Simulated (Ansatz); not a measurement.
```yaml
atoms:
  - { symbol: B, position_ang: [-0.0263, 0.0304, -0.7572] }
  - { symbol: B, position_ang: [0.0341, -0.0266, 0.7617] }
```

Basis set: cc-pVDZ (spherical functions). Left uncorrelated: 2 orbitals. Charge 0, multiplicity 3.

Computed with Ansatz (development build ahead of 0.2.0); each method stands on the lowest determinant of its kind that the runs found.

Problem. Give the atomization energy at this shape (free ground-state atoms in the same class of orbitals less the molecule, no zero-point energy) of triplet B2 by UHF-MP2, UHF.

Solution.

```tsv
method	atomization energy
UHF-MP2	231.6 kJ/mol
UHF	221.0 kJ/mol
```

Caution: the unrestricted determinant is a mixture of spin states.
